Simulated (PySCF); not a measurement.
Orbital energies and ionisation energy

Species: GeH3PH2, GeH₅P.
Cartesian coordinates in Å at the PBE0-D3(BJ)/def2-SVP level; atoms count from 1:
```
atom  x, y, z in Å
P1     1.4251   -0.0435    0.8134
Ge2   -0.6739    0.2333   -0.1535
H3     2.0957    0.6824   -0.2190
H4     1.6524   -1.3058    0.1838
H5    -1.6653   -0.6871    0.5802
H6    -1.1023    1.6972    0.0520
H7    -0.6934   -0.0956   -1.6582
```

Level: PBE0/def2-SVPD (PySCF). Frontier orbitals with their largest atomic shares (Löwdin; up to four atoms above 4 %):

```csv
orbital,ε (eV),main atoms
HOMO−3,-10.04,"Ge2 37 %, H7 29 %, P1 18 %, H5 6 %"
HOMO−2,-9.55,"Ge2 39 %, H6 23 %, H5 22 %, P1 8 %"
HOMO−1,-9.01,"P1 34 %, Ge2 29 %, H5 9 %, H6 9 %"
HOMO,-7.55,?
LUMO,-0.17,"Ge2 37 %, P1 29 %, H7 11 %, H6 7 %"
LUMO+1,0.26,"Ge2 32 %, P1 30 %, H3 9 %, H4 8 %"
LUMO+2,0.56,"P1 54 %, H4 14 %, H3 14 %, Ge2 13 %"
```

Q: What vertical ionisation energy does ΔSCF give, and how far is −ε(HOMO) from it?

A: ΔSCF: 9.69 eV (935 kJ/mol; threshold wavelength 128 nm); ⟨S²⟩ of the doublet left behind is 0.756, against 0.75 for a pure doublet. −ε(HOMO) is 7.55 eV, 2.14 eV below it. In exact Kohn–Sham theory the two would be equal; PBE0 (global hybrid, 25 % exact exchange) falls short of its own ΔSCF value by 22 %.

Q: On which atoms does the HOMO lie?

A: P1 (three-coordinate phosphorus) 64 %, Ge2 (germanium bonded to P and 3 H) 15 %, H3 (P–H hydrogen) 7 %, H4 (P–H hydrogen) 7 %, so more than half of it is on one atom. The HOMO−1 lies 1.46 eV lower.

Q: What kinetic energy would electrons from this vertical process carry with He II light (40.814 eV)?

A: 40.81 − 9.69 = 31.12 eV.

Q: How many of the 10 lowest singlet excitations (vertical TDDFT, same level) lie below the ionisation energy?

A: All 10; they run from 6.41 to 8.34 eV.

Q: What total energies stand behind the ΔSCF value?

A: E(N) = -2420.59085 Eh and E(N − 1) = -2420.23480 Eh at the same geometry, 0.35605 Eh apart.

Q: With α = 62.7 au, estimate the like-pair dispersion coefficient by London's formula C6 = (3/4)α²I.

A: I = 0.3560 Eh, so C6 ≈ 1050 au, a rough estimate.

Isolated species at its PBE0-D3(BJ)/def2-SVP geometry, gas phase. The calculation is non-relativistic, for germanium too.
